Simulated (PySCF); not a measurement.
**Ti²⁺: ionisation energy**

Ti²⁺ [Ar] 3d2 (3F) → Ti³⁺ [Ar] 3d1 (2D), as a difference of total energies. All numbers are calculated (PySCF 2.14, the non-relativistic Hamiltonian (point nucleus), in aug-cc-pVTZ (8s7p5d3f2g, 93 functions)). Correlated levels: valence: [Ar] frozen. The calculations carry no spin-orbit coupling.

```csv
method,ionisation energy (eV)
UHF,26.768
LDA,28.184
PBE,28.099
PBE0,27.985
r2SCAN,28.069
B97-3,27.801
wB97M-V,27.749
CAM-B3LYP,28.097
r2SCANh,28.038
MP2 (valence),26.890
SCS-MP2 (valence),26.809
```

How much does correlation contribute at MP2 (valence)?

26.890 − (26.768) = 0.122 eV, measured against UHF.

These non-relativistic numbers lack the scalar-relativistic shift.

Errors of the correlated levels include the incompleteness of this basis and the frozen core.

For comparison: 27.492 eV (measured; NIST Atomic Spectra Database, ionization energies).
